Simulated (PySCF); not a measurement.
**SMILES FC(F)/C=C(\Br)OC(F)F, C4H3BrF4O**

Molfile (atoms numbered from 1):
```
C4H3BrF4O
     RDKit          3D

 13 12  0  0  0  0  0  0  0  0999 V2000
    2.1589   -1.5538   -1.4023 F   0  0  0  0  0  0  0  0  0  0  0  0
    2.0062   -0.6256   -0.4317 C   0  0  0  0  0  0  0  0  0  0  0  0
    2.5483   -1.1668    0.6902 F   0  0  0  0  0  0  0  0  0  0  0  0
    0.5537   -0.3447   -0.2082 C   0  0  0  0  0  0  0  0  0  0  0  0
    0.0213    0.8692   -0.1496 C   0  0  0  0  0  0  0  0  0  0  0  0
    0.9859    2.4649   -0.3906 Br  0  0  0  0  0  0  0  0  0  0  0  0
   -1.2760    1.1925    0.0871 O   0  0  0  0  0  0  0  0  0  0  0  0
   -2.1264    0.2432    0.5777 C   0  0  0  0  0  0  0  0  0  0  0  0
   -3.2499    0.8629    0.9266 F   0  0  0  0  0  0  0  0  0  0  0  0
   -2.4508   -0.6631   -0.3671 F   0  0  0  0  0  0  0  0  0  0  0  0
    2.6021    0.2579   -0.7030 H   0  0  0  0  0  0  0  0  0  0  0  0
   -0.0547   -1.2308   -0.0969 H   0  0  0  0  0  0  0  0  0  0  0  0
   -1.7231   -0.3054    1.4500 H   0  0  0  0  0  0  0  0  0  0  0  0
  1  2  1  0
  2  3  1  0
  2  4  1  0
  4  5  2  0
  5  6  1  0
  5  7  1  0
  7  8  1  0
  8  9  1  0
  8 10  1  0
  2 11  1  0
  4 12  1  0
  8 13  1  0
M  END
```

Level of theory: GIAO B3LYP/pcSseg-1 magnetisability, rotational g tensor and spin-rotation constants, non-relativistic, gas phase (PySCF 2.14.0). Geometry: GFN2-xTB.

The calculation is non-relativistic, which matters for the atoms heavier than Zn.

Q: Give the nuclear spin-rotation constants along the inertial axes (H = +C I·J) beside the isotropic shieldings.

A: Rotational constants 0.9245, 0.6151, 0.4051 GHz. A star marks the isotopologue with that one atom substituted, in its own axes.
| atom | isotope | Caa (kHz) | Cbb (kHz) | Ccc (kHz) | mean (kHz) | σ (ppm) |
| --- | --- | --- | --- | --- | --- | --- |
| F1 | 19F | 1.199 | 0.606 | 0.296 | 0.700 | 296.4 |
| F3 | 19F | 1.225 | 0.591 | 0.344 | 0.720 | 289.3 |
| Br6 | 79Br | 2.077 | 0.498 | 1.016 | 1.197 | 1908.2 |
| F9 | 19F | 0.845 | 0.642 | 0.597 | 0.695 | 271.5 |
| F10 | 19F | 1.109 | 0.809 | 0.424 | 0.781 | 263.8 |
| H11 | 1H | -0.029 | 0.018 | -0.043 | -0.018 | 25.0 |
| H12 | 1H | -0.039 | 0.021 | -0.055 | -0.024 | 26.3 |
| H13 | 1H | -0.071 | -0.038 | 0.005 | -0.034 | 25.2 |
| C2 | 13C* | 0.291 | 0.192 | 0.118 | 0.201 | 57.8 |
| C4 | 13C* | 0.367 | 0.196 | 0.066 | 0.210 | 69.7 |
| C5 | 13C* | 0.423 | 0.230 | 0.110 | 0.254 | 19.3 |
| O7 | 17O* | -0.231 | -0.141 | -0.077 | -0.150 | 124.4 |
| C8 | 13C* | 0.279 | 0.186 | 0.122 | 0.196 | 59.0 |

For the geometry as given, no vibrational averaging.
